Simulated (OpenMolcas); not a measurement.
# Ga: effect of the IPEA shift

```
Program             : OpenMolcas 26.06
Basis               : ANO-RCC-VTZP [6s5p3d1f]
Scalar Hamiltonian  : DKH2, point nucleus
Active space        : 3 electrons in 8 orbitals (4s 4p 5s 5p)
State averaging     : 2S+1 = 4 odd, 1 root (0 in the spin-orbit step); 2S+1 = 2 odd, 3 roots; 2S+1 = 4 even, 3 roots; 2S+1 = 2 even, 5 roots (0 in the spin-orbit step)
Spin-orbit coupling : RASSI with atomic mean-field integrals over the reference wave functions, term energies averaged over their components
```

Methods on the same reference wave functions:
A. CASSCF
B. SS-CASPT2, IPEA 0 Eh, imaginary shift 0.1 Eh (closed shells correlated: 3d)
C. SS-CASPT2, IPEA 0.25 Eh, imaginary shift 0.1 Eh (closed shells correlated: 3d)

Energies in cm⁻¹ above 4s² 4p ²P°_1/2, the measured ground level; measured values from NIST Handbook of Basic Atomic Spectroscopic Data.

```csv
Level,A,B,C,Measured
4s² 4p ²P°_1/2,0.0,0.0,0.0,0.0
4s² 4p ²P°_3/2,673,673,673,826
4s 4p² ⁴P_1/2,32195,35828,35744,
4s 4p² ⁴P_3/2,32486,36120,36035,
4s 4p² ⁴P_5/2,32972,36606,36522,
```

Between B and C the level of the table that moves most is 4s 4p² ⁴P_1/2, by 84 cm-1 (lowest in C, highest in B).

The lowest spin-free term lies below A's lowest term by 0.416 hartree in B, 0.414 hartree in C.

Some high roots are left out of the spin-orbit mixing, which shifts the levels that they would mix with. Active for correlation alone: 5p 5s; no level in the range computed is led by a configuration that fills them, so any true level of that kind is missing. Terms of s pⁿ other than that of highest spin mix with s² pⁿ⁻² d, which this space lacks; all of them can be thousands of cm-1 off, and some have no real level of that name. Without dynamic correlation excited terms often stand tens of per cent too high (terms of higher spin than the ground term too low), and those without a measured partner can miss by more than the paired ones (holds for A). Only configurations of the active space appear.

° marks odd parity.
